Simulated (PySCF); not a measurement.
C3H11NSSi2.
Numbering: `[CH3:1][N:2]1[CH2:3][CH2:4][SiH2:5][S:6][SiH2:7]1`

Geometry (GFN2-xTB, Å), atoms numbered from 1 in this order:
```
atom  x, y, z in Å
C1    -2.251   -0.522    0.092
N2    -0.898   -0.044   -0.055
C3     0.060   -1.082    0.275
C4     1.510   -0.747   -0.045
Si5    2.111    0.853    0.783
S6     1.088    2.446   -0.207
Si7   -0.592    1.351   -1.002
H8    -2.470   -1.333   -0.613
H9    -2.952    0.287   -0.086
H10   -2.401   -0.904    1.106
H11   -0.030   -1.301    1.350
H12   -0.222   -2.002   -0.264
H13    1.627   -0.660   -1.127
H14    2.121   -1.592    0.272
H15    1.779    0.850    2.206
H16    3.534    1.063    0.548
H17   -0.295    1.106   -2.418
H18   -1.729    2.239   -0.826
```

NICS is the negative of the GIAO shielding at a point without a nucleus: at the ring centre (0) and 1 Å above and below it (1); zz is the component along the ring normal. Level: GIAO PBE0/pcSseg-1 (PySCF, non-relativistic, gas phase) on the GFN2-xTB geometry, one conformer.

Ring bond lengths (Å), with Mayer bond orders in brackets: N2–C3 1.451 (0.91), C3–C4 1.522 (1.05), C4–Si5 1.900 (0.90), Si5–S6 2.137 (0.97), S6–Si7 2.158 (0.93), Si7–N2 1.714 (0.98).

Problem. What do the NICS probes read (ppm)?

Solution. 
```tsv
ring	type	NICS(0)	NICS(1), two faces	NICS(1)zz, two faces	rms pucker (Å)	centre to ring atoms, mean (Å)
N2–C3–C4–Si5–S6–Si7	6-membered ring with N, S and 2 Si; formal bonds all single	-3.1	-2.0 / -3.0	4.7 / 3.4	0.34	1.72
```

Problem. What do they say, and how far can they be read as aromaticity?

Solution. 
- N2–C3–C4–Si5–S6–Si7: mean NICS(1)zz 4.0 ppm, deshielded. C3, C4, Si5, Si7 have four or more neighbours; no verdict on aromaticity is drawn.

Problem. How shielded are the nuclei of the rings and their hydrogens (means over atoms taken as equivalent)?

Solution. 
```csv
atoms,environment,σ isotropic (ppm)
N2,silicon-bound nitrogen,232.5
C3,sp3 carbon bound to nitrogen,133.1
C4,sp3 carbon bound to silicon,171.0
Si5,SiH2 silicon,381.5
S6,sulfur bonded to 2 Si,782.5
Si7,SiH2 silicon,378.0
H11 (×2),methylene hydrogen,28.55
H13 (×2),methylene hydrogen,30.53
H15 (×2),Si–H hydrogen,26.80
H17 (×2),Si–H hydrogen,26.32
```
